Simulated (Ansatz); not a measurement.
Born–Oppenheimer molecular dynamics of ClGaH₂O (5 atoms, charge 0, multiplicity 1). It starts from a relaxed structure.

Level of theory: Ansatz, RKS PBE0-D4/def2-SVP.

| Quantity | Value |
| --- | --- |
| ensemble | NVE (velocity Verlet) |
| time step | 0.25 fs |
| steps asked | 300 |
| starting velocities drawn for | 300 K |
| seed | 1113 |

First frame:

```xyz
5
Properties=species:S:1:pos:R:3
Ga -0.112 -0.069 -0.100
Cl 0.198 -0.158 2.028
O 1.318 -0.395 -1.093
H 2.119 -0.586 -0.594
H -1.483 0.256 -0.731
```

Q: How far do the bonds stretch over the last three quarters of this one trajectory? (Pairs bonded in most of those frames.)

A: 
```
   bond  mean (Å)  spread (Å)  shortest  longest
Ga1–Cl2     2.147       0.041      2.10     2.21
 Ga1–O3     1.771       0.006      1.76     1.78
 Ga1–H5     1.557       0.051      1.48     1.62
  O3–H4     0.965       0.018      0.94     0.99
```

Mean temperature of the second half: 144 K. The conserved energy stayed within 0.048 meV per atom of its start (net change 0.035 meV per atom), so the integration is sound. Over the second half the temperature averaged 0.48 of the 300 K drawn at the start: a run that starts near a minimum puts about half its kinetic energy into the potential. A run of 0.075 ps of so small a system gives no equilibrium averages.

Time of the run: 9.1 min on 1 thread of Arm Neoverse V2, on a shared host, peak memory 0.14 GiB.
